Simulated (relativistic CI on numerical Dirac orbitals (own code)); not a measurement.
## One change at a time: Mo⁴⁺

Base calculation: Dirac-Coulomb-Breit CI, separate exchange-only KLI orbitals for each configuration, model QED (radiative potential, 1s self-energy scaled to tabulated hydrogen-like ionisation energies), valence Slater integrals scaled by 0.85, P86 correlation energy added to each configuration.

Configuration list (outside the closed core [Ar] 3d10 4s2): 4p6 4d2, 4p6 4d 5s, 4p6 4d 4f, 4p6 4d 5p, 4p5 4d3, 4p6 5s2, 4p6 4f2, 4p6 4d 5d, 4p6 4d 6s, 4p6 5s 5p, 4p6 4d 6p, 4p6 4d 5f, 4p6 4d 6d, 4p6 4d 5g, 4p6 5p2. Double excitations out of closed p, d and f shells are left out; levels of such configurations are missing from the list, as are those of other unlisted configurations, and high levels can miss mixing partners.

Variants: (1) valence Slater integrals scaled by 0.75; (2) no correlation estimate; (3) configuration mixing switched off; (4) non-relativistic limit. Shifts of the energy above 4p6 4d2 3F_2, in cm⁻¹, for the lowest level and the first level of each name with at least 55 % of one term (blank where a level changes its place among those of its configuration and J or its character, or is not in the variant):

```
          Level      Base     Δ(1)     Δ(2)     Δ(3)      Δ(4)  Measured
   4p6 4d2 3F_2       0.0      0.0      0.0      0.0       0.0       0.0
   4p6 4d2 3F_3    1464.6    +14.9     +0.1     -4.0   -1464.6    1577.9
   4p6 4d2 3F_4    3143.3     +4.3     +0.1     -1.0   -3143.3    3357.3
   4p6 4d2 1D_2   10548.8  -1028.4    -14.8   +465.3   -1257.0   10190.3
   4p6 4d2 3P_0   11549.7  -1221.0     -6.0   +340.5    -788.0   11161.5
   4p6 4d2 3P_1   12146.3  -1199.1     -5.7   +328.6   -1384.5   11806.9
   4p6 4d2 3P_2   13617.5  -1152.5     -8.3   +370.6   -2855.7   13408.2
   4p6 4d2 1G_4   16686.8  -1706.5     -0.3     +8.1   -1808.4   16353.9
   4p6 4d2 1S_0   36892.1  -3915.3    -52.1  +2156.3   -1652.4   37738.3
 4p6 4d 5s 3D_1   97338.0   -669.0  -4903.1   -143.7  +10187.0   92381.0
 4p6 4d 5s 3D_2   98050.6   -690.5  -4902.9   -132.7   +9474.4   93111.9
 4p6 4d 5s 3D_3   99667.7   -663.7  -4903.1   -144.6   +7857.3   94835.8
 4p6 4d 5s 1D_2  104474.6  -1273.3  -4899.1   +184.5   +8003.1   99381.1
4p6 4d 5p 1D°_2  151121.8   -417.8  -5602.2   -129.3   +6089.1  146976.9
```

At this charge configurations can still be misplaced by up to about 7 % of their energy. 54 of the 55 excited levels that our extract of the measured tables holds in this range could be paired (the sources list more); they are missed by 3760 cm⁻¹ on average and 8511 at most, and levels without a partner can miss by more.

Measured levels: Sugar and Musgrove, J. Phys. Chem. Ref. Data 17, 155 (1988).

Ionisation energy from the two ground configurations alone: base 54.54 eV; valence Slater integrals scaled by 0.75 54.44 eV; no correlation estimate 53.27 eV. The NIST ASD value (semi-empirical) is 54.417 eV.

LS names give the leading component of a level, which can be under half, so a name can repeat, a term be missing and a line seem to break the LS rules.
